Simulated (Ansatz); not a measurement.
Molecule: sum formula SiNH5 (charge 0, singlet). 
Structure (B3LYP-D3(BJ)/def2-TZVP (Ansatz, an electronic-structure program) minimum search):
```
Si
N 1 1.7237
H 2 1.0079 1 120.20
H 2 1.0079 3 110.80 1 147.52
H 1 1.4811 2 107.87 3 -48.00
H 1 1.4811 5 110.61 2 117.76
H 1 1.4892 5 107.32 6 116.78
```

Computed values are from Ansatz. Correlated levels leave the core frozen unless marked. Open shells are spin-unrestricted. Spin-orbit coupling is left out. No relativistic terms. CBS(X,Y): correlation extrapolated as X^-3; Hartree-Fock from the larger set (for Q and 5 zeta extrapolated as (X+1)exp(-9√X)).

Problem. What is the vertical ionisation energy (to the doublet) at CCSD(T)/CBS(aug-cc-pV(T+d)Z,aug-cc-pV(Q+d)Z)?

Solution. 10.13 eV.

Problem. What is the dipole moment at CCSD(T)/aug-cc-pV(D+d)Z?

Solution. 1.22 D.

Problem. What is the T1 diagnostic at CCSD/cc-pV(5+d)Z?

Solution. 0.010.

Problem. What is the atomisation energy De at CCSD(T)/CBS(cc-pV(Q+d)Z,cc-pV(5+d)Z)?

Solution. 518.1 kcal/mol.

Problem. What is the total energy at CCSD(T)/CBS(cc-pV(Q+d)Z,cc-pV(5+d)Z)?

Solution. -346.7964 Eh.
